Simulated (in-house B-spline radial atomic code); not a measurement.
Values are calculated unless marked as measured or tabulated.
**Two electrons in Ge: a spherical dot of radius 13.3 nm with hard walls with a doubly ionised double donor at its centre**

For Ge the NSM archive of the Ioffe Institute lists m_l = 1.6 m0, m_t = 0.08 m0 and ε = 16.2; the model takes one isotropic valley with the conductivity mass 3/(1/m_l + 2/m_t) = 0.117 m0, and so misses anisotropy and the other valleys. All triplets below are those of one valley; with several valleys two electrons can form a triplet in the 1s orbital itself, at an energy set by the valley splitting. Real donors also feel a central-cell potential, which shifts the ground state; some double donors stay shallow and helium-like, others are deep centres that this model can't describe.

Effective-mass model with parabolic bands, a uniform dielectric constant, no image charges, no central-cell or spin-orbit terms. Two-electron levels come from full CI in B-splines with partial waves to l = 5 (up to 0.001 effective hartree above the limit).

Task: What are the effective units, and what is the potential in them?

Result: Ha* = 27211.386 meV × 0.117/16.2² = 12.13 meV and a* = 0.0529177 nm × 16.2/0.117 = 7.327 nm. The radius is R = 1.81 a*, with −2/r added.

In these units the lowest s and p orbitals lie at -1.8811 and 0.9394, and their Coulomb and exchange integrals are J_ss = 1.4253, J_sp = 1.0311 and K_sp = 0.1693. Full CI gives -2.4355 for the ground singlet, -0.0990 for the sp triplet, 0.1978 for the sp singlet and 1.4383 for the lowest triplet of two s orbitals.

Task: What does it cost to add the second electron, to first order and exactly?

Result: To first order E = 2ε_s + J_ss = -2.3368, so the charging energy E(2) − 2E(1) is J_ss = 17.29 meV. CI gives -2.4355 − 2 × (-1.8811) = 1.3266, or 16.09 meV: relaxation and correlation lower it by 1.197 meV, 6.9 % of J_ss. The s² configuration of one-electron orbitals holds 98.3 % of the state, and the mean radius is 5.07 nm.

Task: How far above the singlet do the triplets lie?

Result: To first order the sp triplet lies at ε_s + ε_p + J_sp − K_sp = -0.0798, which is 27.38 meV above 2ε_s + J_ss. CI gives -0.0990 − (-2.4355) = 2.3364, or 28.34 meV, 83 % of the orbital spacing of 34.22 meV. The ss triplet lies 46.99 meV up, so the lower of the two is the sp one, and its gap equals k_BT at 329 K. The sp singlet-triplet splitting is 3.601 meV, against 2K_sp = 4.107 meV.
